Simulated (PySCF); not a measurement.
CH3NO2Si. Atoms are numbered in the order given.

```xyz
8

N      1.6321     1.8448     0.6750
C      1.2984     0.7949     0.2845
O      0.9412    -0.3631    -0.1351
Si    -0.6821    -0.7098    -0.6142
O     -1.7082    -0.4161     0.6326
H     -0.6548    -2.1574    -0.8775
H     -0.9396     0.1518    -1.7955
H     -1.9357     0.4937     0.8606
```

The structure is a stationary point at r2SCAN-D4/def2-SVP. This is a generated structure with no PubChem entry under its InChIKey; it may be hypothetical. One conformer was computed; it need not be the lowest.

All values below come from TDA-ωB97X/def2-SVPD in PySCF.

Vertical excitations. Gas-phase values at a fixed geometry.

Question: Give excitation energies, oscillator strengths and character. (An estimate is asked for; the answer gives what the named calculation found.)

Answer: 
| state | energy (eV) | λ (nm) | f | main pairs |
|---|---|---|---|---|
| S1 | 7.50 | 165 | 0.009 | HOMO→LUMO 59 %, HOMO→LUMO+4 12 %, HOMO→LUMO+1 12 % |
| S2 | 7.77 | 160 | 0.004 | HOMO→LUMO+7 21 %, HOMO→LUMO+1 17 %, HOMO→LUMO+4 11 %, HOMO−1→LUMO 10 % |
| S3 | 7.87 | 157 | 0.009 | HOMO−1→LUMO 55 %, HOMO−1→LUMO+1 14 % |
| S4 | 8.18 | 152 | 0.006 | HOMO→LUMO+8 15 %, HOMO−1→LUMO+7 12 %, HOMO→LUMO+1 11 %, HOMO−1→LUMO+4 10 % |
| S5 | 8.31 | 149 | 0.001 | HOMO−1→LUMO+8 25 %, HOMO−1→LUMO+1 22 %, HOMO−1→LUMO+3 17 %, HOMO−1→LUMO+4 7 % |
| S6 | 8.54 | 145 | 0.007 | HOMO−2→LUMO 45 % |
| S7 | 8.78 | 141 | 0.077 | HOMO−2→LUMO 23 %, HOMO→LUMO+1 18 %, HOMO−2→LUMO+1 16 %, HOMO→LUMO 9 % |
| S8 | 8.88 | 140 | 0.006 | HOMO−2→LUMO+1 34 %, HOMO−4→LUMO 16 %, HOMO−1→LUMO+1 8 % |
| S9 | 9.25 | 134 | 0.002 | HOMO−2→LUMO+1 21 %, HOMO−1→LUMO+1 12 %, HOMO−2→LUMO 10 %, HOMO−4→LUMO 8 % |
| S10 | 9.39 | 132 | 0.032 | HOMO−4→LUMO 41 %, HOMO−1→LUMO+1 17 %, HOMO−1→LUMO 10 % |
| T1 | 6.59 | 188 | 0 | HOMO→LUMO+8 20 %, HOMO−1→LUMO+7 18 %, HOMO−1→LUMO+4 15 %, HOMO→LUMO+6 6 % |
| T2 | 7.09 | 175 | 0 | HOMO→LUMO 21 %, HOMO→LUMO+7 18 %, HOMO→LUMO+4 18 %, HOMO−1→LUMO+4 8 % |
| T3 | 7.20 | 172 | 0 | HOMO→LUMO+8 13 %, HOMO→LUMO+4 13 %, HOMO−1→LUMO+7 11 %, HOMO→LUMO+5 10 % |
| T4 | 7.37 | 168 | 0 | HOMO→LUMO+1 34 %, HOMO→LUMO 22 %, HOMO→LUMO+3 12 %, HOMO→LUMO+8 6 % |
Triplets are in the Tamm–Dancoff approximation.
